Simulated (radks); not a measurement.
Species: Re XXVII. Configuration: [Kr] 4d10 4f3. Calculated with a radial shooting solver on a logarithmic mesh with Libxc functionals: scalar-relativistic Kohn-Sham, PBEsol, spin-polarised, spherical densities, finite nucleus; open shells are filled with parallel spins first (spin-orbit coupling, left out, can overturn this in heavy ions); Fermi nuclear charge, rms radius 5.3698 fm.

Normalised radial functions P(r) = r R(r), r in bohr:

r,4s up
0.001088,0.1800
0.001572,0.2348
0.002272,0.3002
0.003283,0.3723
0.004705,0.4392
0.006798,0.4823
0.009822,0.4631
0.01419,0.3313
0.0205,0.0458
0.02939,-0.3561
0.04246,-0.7112
0.06135,-0.6533
0.08864,0.0668
0.1281,0.9755
0.1836,0.8543
0.2652,-0.6694
0.3832,-1.8296
0.5537,-1.2852
0.8,-0.3364
1.147,-0.0286

4s up: eigenvalue -1390.0 eV, 3 radial nodes at r = 0.0215, 0.0864, 0.231 bohr, <r> = 0.421 bohr, 90 % of the charge inside 0.600 bohr.
